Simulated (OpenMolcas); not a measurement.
Mo⁴⁺.

```yaml
Program: OpenMolcas 26.06
Method: CASSCF
Basis: ANO-RCC-VTZP [7s6p4d2f1g]
Scalar_Hamiltonian: DKH2, point nucleus
Active_space: 2 electrons in 5 orbitals (4d)
State_averaging: 2S+1 = 3 even, 10 roots; 2S+1 = 1 even, 15 roots
Spin-orbit_coupling: RASSI with atomic mean-field integrals over the reference wave functions, term energies averaged over their components
```

Levels without dynamic correlation, in cm⁻¹ above 4d² ³F₂:

| Level | E |
| --- | --- |
| 4d² ³P₀ | 13828 |
| 4d² ¹D₂ | 12752 |
| 4d² ¹G₄ | 19289 |
| 4d² ¹S₀ | 45317 |

On this reference, SS-CASPT2, IPEA 0.25 Eh, imaginary shift 0.1 Eh (closed shells correlated: 4s 4p) puts 4d² ³P₀ at 11770 cm⁻¹.

**Question.** Estimate the other levels at that method by one scale factor, and say how well it serves.

**Answer.** The factor is 11770 / 13828 = 0.851. Scaled values beside those that SS-CASPT2 gives and measured ones (Sugar and Musgrove, J. Phys. Chem. Ref. Data 17, 155 (1988)):
| Level | Scaled | SS-CASPT2 | Miss (%) | Measured |
| --- | --- | --- | --- | --- |
| 4d² ¹D₂ | 10852 | 10070 | +7.8 | 10190 |
| 4d² ¹G₄ | 16415 | 16960 | -3.2 | 16354 |
| 4d² ¹S₀ | 38565 | 38080 | +1.3 | 37738 |
For these levels the scaled values miss SS-CASPT2 by up to 7.8 %, as correlation changes each term by its own factor, spin-orbit parts do not scale and CASPT2 has its own spread within terms. This holds within one configuration; levels of others move differently, and the target method has errors of its own against measurement.

CASPT2 does not keep the components of a term degenerate, so their means are used; among the terms shown or strongly mixed into the levels shown the widest spread is 610 cm-1 (4d² ¹G, SS-CASPT2). Without dynamic correlation excited terms often stand tens of per cent too high (terms of higher spin than the ground term too low), and those without a measured partner can miss by more than the paired ones (holds for CASSCF). Computed and measured levels are paired by configuration, term and J; levels that our copy of the source lacks, or whose pairing is in doubt (as where it misses far off the trend of its configuration), stay unpaired and out of the deviations. Only configurations of the active space appear.
